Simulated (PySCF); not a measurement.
CH8OP2Si.
Atom-mapped SMILES: `[CH3:1][O:2][SiH:3]([PH2:4])[PH2:5]` (hydrogens: H6, H7, H8 on C1; H9 on Si3; H10, H11 on P4; H12, H13 on P5)

Structure used (PBE0-D3(BJ)/def2-SVP), in Å, numbered top down from 1:
```xyz
13
CH8OP2Si angstrom
C      0.214    2.159   -0.101
O      0.727    0.855   -0.161
Si    -0.202   -0.499   -0.447
P     -1.809   -0.638    1.146
P      1.128   -2.315   -0.497
H     -0.149    2.503   -1.087
H     -0.621    2.245    0.619
H      1.017    2.838    0.224
H     -0.910   -0.386   -1.763
H     -2.325   -1.859    0.610
H     -0.964   -1.295    2.093
H      2.087   -1.688   -1.353
H      1.805   -1.918    0.698
```

Theory: core-valence-separated Tamm–Dancoff BHandHLYP/aug-pcX-1 (pcseg-1 on H, def2-SVPD on Si, def2-SVPD on P) in PySCF, non-relativistic, gas phase, PBE0-D3(BJ)/def2-SVP geometry. The energies are unshifted.

The lowest roots of each edge with f over 0.003 (five at most, numbered afresh; weaker and dark ones are left out), with transition dipoles (au) in the frame of the coordinates:

```json
{"root": "1", "edge": "C", "E (eV)": "286.68", "μx": "0.0232", "μy": "-0.0644", "μz": "-0.0014"}
{"root": "2", "edge": "C", "E (eV)": "287.60", "μx": "0.0031", "μy": "-0.0024", "μz": "0.0699"}
{"root": "3", "edge": "C", "E (eV)": "287.70", "μx": "0.0686", "μy": "0.0248", "μz": "-0.0015"}
{"root": "4", "edge": "O", "E (eV)": "532.64", "μx": "0.0262", "μy": "0.0089", "μz": "0.0037"}
{"root": "5", "edge": "O", "E (eV)": "533.72", "μx": "0.0168", "μy": "-0.0005", "μz": "0.0054"}
{"root": "6", "edge": "O", "E (eV)": "533.92", "μx": "-0.0067", "μy": "-0.0329", "μz": "-0.0001"}
{"root": "7", "edge": "O", "E (eV)": "533.94", "μx": "-0.0072", "μy": "0.0173", "μz": "-0.0224"}
{"root": "8", "edge": "O", "E (eV)": "534.09", "μx": "0.0125", "μy": "-0.0246", "μz": "-0.0195"}
```

**Question.** What are the oscillator strengths?

**Answer.** f = (2/3) ΔE |μ|², with ΔE in hartree (27.2114 eV):

```tsv
root	ΔE (Eh)	|μ|² (au)	f	core hole on
1	10.5353	0.004688	0.033	C1
2	10.5691	0.004901	0.035	C1
3	10.5730	0.005323	0.038	C1
4	19.5742	0.000779	0.010	O2
5	19.6138	0.000312	0.004	O2
6	19.6213	0.001127	0.015	O2
7	19.6221	0.000853	0.011	O2
8	19.6273	0.001142	0.015	O2
```

**Question.** Molecules are fixed in this frame and the field points along y. What effective strengths 3 f cos²θ do the roots have (θ between field and μ)?

**Answer.** root 1 (C1): 0.087, root 2 (C1): 0.000, root 3 (C1): 0.013, root 4 (O2): 0.003, root 5 (O2): 0.000, root 6 (O2): 0.042, root 7 (O2): 0.012, root 8 (O2): 0.024. Root 1 is the strongest. Averaged over all orientations cos²θ is 1/3, which gives f back.

On an x86-64 server with one thread (shared host), this took 18 s.

One conformer stands for the species.
